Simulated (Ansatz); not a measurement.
Abridged output of a molecular run in Ansatz:

```
Functional definition: HF
3341 factors; integrals over basis functions are off by at most 1.1e-3 eV
mean field evaluation 1: about -14651.8638 eV, gradient 5.6e1 eV
mean field evaluation 2: about -14652.2487 eV, gradient 5.6e1 eV
mean field evaluation 4: about -14660.9878 eV, gradient 6.1e0 eV
mean field evaluation 8: about -14661.1261 eV, gradient 3.9e-1 eV
mean field -14661.12738196 eV, -538.7864936180 hartree, gradient 6.0e-6 eV, S^2 0.000000; 0 other end points of the search recorded, 0 dependent functions left out
13 core orbitals not correlated: weight in the atoms' cores, before any rotation towards them, 1.000 or more for the frozen orbitals, at most 0.000 for the correlated occupied ones
reference -14661.12738196 eV, -538.7864936180 hartree; 32, 32 occupied and 494, 494 virtual orbitals, 3341 factors
second order -48.99332825 eV of doubles, -0.00000000 eV of singles
cycle   1  -49.32702756 eV  change   -3.3e-1 eV  update   1.6e-1
cycle   2  -50.55865216 eV  change    -1.2e0 eV  update   4.7e-2
cycle   3  -50.81938968 eV  change   -2.6e-1 eV  update   2.5e-2
cycle   4  -50.80802423 eV  change    1.1e-2 eV  update   7.3e-3
cycle   5  -50.80489239 eV  change    3.1e-3 eV  update   3.8e-3
cycle   6  -50.80682745 eV  change   -1.9e-3 eV  update   1.1e-3
cycle   7  -50.80631634 eV  change    5.1e-4 eV  update   4.8e-4
cycle   8  -50.80610151 eV  change    2.1e-4 eV  update   1.6e-4
cycle   9  -50.80617635 eV  change   -7.5e-5 eV  update   6.8e-5
perturbative correction -2.29841418 eV, -0.0844651630 hartree
Total energy: -14714.23197249 eV, -540.7380513243 hartree
```

Its atoms:

Z-matrix (Å, degrees):
```
C
C 1 1.476
In 1 2.190 2 109.8
H 1 1.092 2 112.5 3 -118.3
H 1 1.093 2 112.1 3 118.7
C 2 1.332 1 126.4 3 -100.2
H 2 1.090 1 115.6 3 77.8
C 3 2.205 1 116.9 2 -123.5
C 3 2.605 1 115.4 2 -85.2
C 3 2.186 1 123.5 2 43.6
H 6 1.086 2 121.6 1 -1.8
H 6 1.083 2 121.4 1 178.3
H 8 1.086 3 116.3 1 -147.3
H 8 1.089 3 109.1 1 -19.4
C 9 1.346 3 97.3 1 27.4
H 9 1.089 3 109.3 1 149.9
C 10 1.474 3 110.7 1 -169.7
H 10 1.093 3 106.5 1 68.0
H 10 1.092 3 106.0 1 -47.2
H 15 1.082 9 121.1 3 120.0
H 15 1.087 9 121.7 3 -63.7
C 17 1.332 10 126.3 3 99.8
H 17 1.090 10 115.9 3 -78.3
H 22 1.083 17 121.4 10 -178.6
H 22 1.086 17 121.5 10 1.9
```

Question: Which basis set was used?
A. def2-SVPD
B. cc-pV(D+d)Z
C. def2-TZVPP
D. def2-TZVPPD

Answer: C. It gives 539 functions.

Question: Write the keys of the input that set method, charge and spin (a neutral closed shell needs none for the last two).

Answer: 
```yaml
correlation: {method: ccsd_t}
```
